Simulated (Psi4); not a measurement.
C$_{4}$H$_{5}$Cl (SMILES C#CCCCl), singlet, geometry from GFN2-xTB. Base run: CCSD(T)/cc-pVDZ (Psi4 1.11).

Psi4 was given this input:
```
memory 2 GB

molecule mol {
0 1
  C     2.459700   -0.117605   -0.466113
  C     1.490677   -0.501574    0.120149
  C     0.294951   -0.953520    0.804258
  C    -0.958292   -0.693284   -0.024502
  Cl   -1.230687    1.062157   -0.225483
  H     3.316581    0.218559   -0.968647
  H     0.216536   -0.440323    1.766486
  H     0.372010   -2.029643    0.989686
  H    -0.862643   -1.113625   -1.025638
  H    -1.843014   -1.095744    0.468563
}

set basis cc-pvdz
set reference rhf
set freeze_core true

energy('ccsd(t)')
print_variables()
```

The base run was repeated with changes; each row names its change, and settings that it needs were set with it.

```
change                ΔE vs base (mEh)  MP2 correlation (Eh)  basis functions  core-seconds (rough)
--------------------  ----------------  --------------------  ---------------  --------------------
base                             0.000              -0.66569               99                   100
method = mp3                    32.116              -0.66555               99                     9
method = fno-ccsd(t)             0.000              -0.66569               99                    50
method = qcisd(t)               -0.492              -0.66569               99                    50
method = mp2                    71.631              -0.66555               99                     5
method = ccsd                   24.416              -0.66569               99                    60
method = dlpno-mp2              71.768              -0.66542               99                     5
method = mp4                     0.060              -0.66569               99                    40
```
